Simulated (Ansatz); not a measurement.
An input meant for Ta₂N₂ (charge 0, triplet).

```yaml
crystal:
  periodic: [false, false, false]
  atoms:
    - {symbol: Ta, position_ang: [0.811715, 0.007954, -0.035370]}
    - {symbol: Ta, position_ang: [-0.946970, -0.009333, 0.035964]}
    - {symbol: N, position_ang: [-0.005983, 0.766424, 0.064458]}
    - {symbol: N, position_ang: [0.005952, -0.766384, -0.055850]}
basis:
  gaussian: {orbitals: def2-mTZVPP}
magnetization: {spin_polarized: true, initial_magnetization: 2}
hamiltonian: {xc: {name: SPW92}}
scf: {omitted_lower_state_checks: [starts]}
output: {forces: true}
```

```sh
$ ansatz run in.yaml --threads 4 --pin off --events-out ev --progress --plain --max-ram 3916MiB
```

It prints (some lines left out):

```
Functional definition: SPW92
982 factors; their error is unknown
mean field evaluation 1: about -5870.4473 eV, gradient 1.5e2 eV
mean field evaluation 2: about -5423.7631 eV, gradient 3.4e2 eV
mean field evaluation 4: about -5922.5224 eV, gradient 5.7e1 eV
mean field evaluation 8: about -5937.2795 eV, gradient 9.3e-1 eV
mean field evaluation 16: about -5937.2596 eV, gradient 3.0e-3 eV
mean field -5937.25958343 eV, -218.1902652719 hartree, gradient 1.2e-5 eV, S^2 2.001164; 0 other end points of the search recorded, 0 dependent functions left out
reference -5937.25961186 eV, -218.1902663167 hartree; 21, 19 occupied and 99, 101 virtual orbitals, 982 factors
Total energy: -5937.25961186 eV, -218.1902663167 hartree
Atom 0 at     0.811715     0.007954    -0.035370 Å, force   270.744734     3.782553   -12.633848 eV/Å
Atom 1 at    -0.946970    -0.009333     0.035964 Å, force  -204.696237    -2.170777     7.269469 eV/Å
Atom 2 at    -0.005983     0.766424     0.064458 Å, force   -33.605320   162.922548    15.500020 eV/Å
Atom 3 at     0.005952    -0.766384    -0.055850 Å, force   -32.443177  -164.534324   -10.135641 eV/Å
Dipole moment:     0.075173    -0.001341    -0.009043 e Å
Checks for a lower state left out: starts
```

(1) Something in this input is off. What?

Results:

(1) The geometry is squeezed to about two thirds of its size. The calculation finished and met its thresholds. The result belongs to that input, not to the species as meant.
